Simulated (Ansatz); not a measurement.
Consider the ligand exchange at the Si–O bond: `O[SiH2]O[SiH2][SiH3]` + `N[Si](O)(O)O` → `O[SiH2]N[Si](O)(O)O` + `O[SiH2][SiH3]`.

Gas-phase electronic energies from Ansatz, PBE0-D4/def2-TZVP geometries. CCSD(T)/CBS is the MP2 limit (def2-TZVPP, def2-QZVPP) plus CCSD(T) − MP2 in def2-TZVPP, frozen cores. Functionals use def2-TZVPP. B3LYP here is the variant with VWN-RPA as its local correlation; programs differ in this. One conformer a species, not always the lowest.

```
             level  ΔE (kcal/mol)  difference from CCSD(T)/CBS
            PBE-D4           10.2                         -1.7
           PBE0-D4           10.9                         -1.0
          B3LYP-D4           12.3                          0.4
            B2PLYP           12.6                          0.7
            r2SCAN           11.6                         -0.3
    MP2/def2-TZVPP           11.7                         -0.2
CCSD(T)/def2-TZVPP           11.7                         -0.2
     HF/def2-QZVPP           15.5                          3.6
SCS-MP2/def2-QZVPP           12.7                          0.8
      HF/CBS(def2)           15.5                          3.6
       CCSD(T)/CBS           11.9                            0
```

Largest T1 diagnostic among the species: 0.012.

In def2-TZVPP, CCSD(T) changes the Hartree–Fock value by −3.4 kcal/mol (the triples alone add −0.6 kcal/mol) and MP2 by −3.4 kcal/mol.
